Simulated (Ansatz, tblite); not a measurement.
Cost and result up the ladder for the cluster Sn2Se2 (4 atoms). The state is a singlet with charge 0. Geometry: PBE-D4/def2-SVP.

```xyz
4

Sn   -1.183   -0.920    0.859
Sn    0.861    0.761   -1.291
Se   -0.911    1.663    0.432
Se    1.233   -1.504    0.000
```

Ansatz on 4 threads of Arm Neoverse V1 on a shared host; xTB runs through tblite on one thread. Times are rough, summed over both states, and most runs start from the orbitals of an earlier one. PBE0-D4/def2-TZVP serves as the yardstick here, not as an exact answer. Differences are given only for rows in sets of like size (and for xTB, whose basis is part of the method), since another set adds its own error. The other state is a quintet at its own geometry.

In the def2 sets Sn takes a core potential; there is no spin–orbit coupling. The xTB rows come from tblite. Correlated methods freeze 26 core orbitals; core or outer-core shells of Sn, Se are correlated, in sets that lack core-valence functions. The rows differ in basis, and correlated rows in double-zeta sets carry the largest basis error. At PBE0-D4/def2-TZVP a singlet of charge 0 lies 4.19 eV below the quintet, each at its own geometry. The structure comes from a short search, and lower isomers may exist.

Correlated methods converge slowly with the basis, most of all in double-zeta sets (MP2 moves by 0.26 eV from def2-SVP to def2-TZVP here).

xTB has no spin-polarisation term.

```tsv
level	functions	wall time
GFN1-xTB	36	0.009 s
GFN2-xTB	36	0.011 s
PBE-D4/def2-TZVP	196	7.3 s
r2SCAN-D4/def2-TZVP	196	21 s
PBE0-D4/def2-TZVP (with forces)	196	23 s
MP2/def2-TZVP	196	37 s
CCSD(T)/def2-SVP	116	51 s
```

Problem. Estimate what each level gives for the quintet − singlet (eV).

Solution. 
```csv
level,quintet − singlet (eV),difference from PBE0-D4/def2-TZVP (eV)
GFN1-xTB,6.03,1.85
GFN2-xTB,5.14,0.96
PBE-D4/def2-TZVP,4.06,-0.12
r2SCAN-D4/def2-TZVP,4.04,-0.14
PBE0-D4/def2-TZVP (with forces),4.18,0.00
MP2/def2-TZVP,5.13,0.94
CCSD(T)/def2-SVP,4.60,–
```
